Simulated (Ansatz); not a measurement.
Total energies of `[CH3][SnH]([Cl])[O][SiH3]`.

```xyz
12

C    -1.3444   -1.1635   -1.6527
Sn    0.1566    0.1908   -1.0365
Cl   -0.7626    2.3303   -0.9044
O     0.5975   -0.2880    0.8025
Si    1.0286    0.5141    2.1594
H    -1.6673   -0.9264   -2.6658
H    -0.9525   -2.1798   -1.6174
H    -2.1861   -1.0707   -0.9676
H     1.6188    0.3278   -1.8953
H    -0.1472    1.1580    2.8049
H     1.6222   -0.4647    3.1078
H     2.0363    1.5722    1.8651
```

Total charge 0; spin multiplicity 1. Correlated methods include outer-core shells of Sn, which these sets cover unevenly. Sn: def2 effective core potential. The geometry is a stationary point of PBE0-D4/def2-TZVP. It is one conformer, not always the lowest. Basis def2-TZVPP, Ansatz.

RPA on PBE orbitals: Hartree–Fock energy of these orbitals -1078.70200 Eh, correlation -1.69607 Eh (frozen core).

```
 functional  energy without D4 (Eh)  D4 term (kJ/mol)
LDA (SPW92)             -1077.76436                 –
        PBE             -1081.21546             -29.5
       BLYP             -1081.60094             -61.8
     r2SCAN             -1081.67125              -7.4
     B97M-V             -1081.50086                 –
       PBE0             -1081.30470             -25.5
      B3LYP             -1081.82514             -47.6
    r2SCANh             -1081.65095              -8.1
      BHLYP             -1081.57857             -41.5
    LC-ωPBE             -1081.46375                 –
    ωB97X-V             -1081.54446                 –
    ωB97M-V             -1081.56227                 –
     B2PLYP             -1081.16189                 –
   PBE-QIDH             -1080.93279                 –
```

Problem. Give the same for revPBE, r2SCAN0, HSE06 (plane-wave form), CAM-B3LYP. (Best estimate.)

Solution. Computed: 
```tsv
functional	energy without D4 (Eh)	D4 term (kJ/mol)
revPBE	-1081.56204	-74.7
r2SCAN0	-1081.62202	-9.0
HSE06 (plane-wave form)	-1081.28232	-24.2
CAM-B3LYP	-1081.66659	-26.6
```

B3LYP takes the VWN-RPA correlation (the form of Gaussian; ORCA's B3LYP/G). HSE06 is the plane-wave form, built on full-range PBE exchange. The double hybrids freeze the cores in their second-order part.

LC-ωPBE has ω = 0.4 bohr⁻¹.
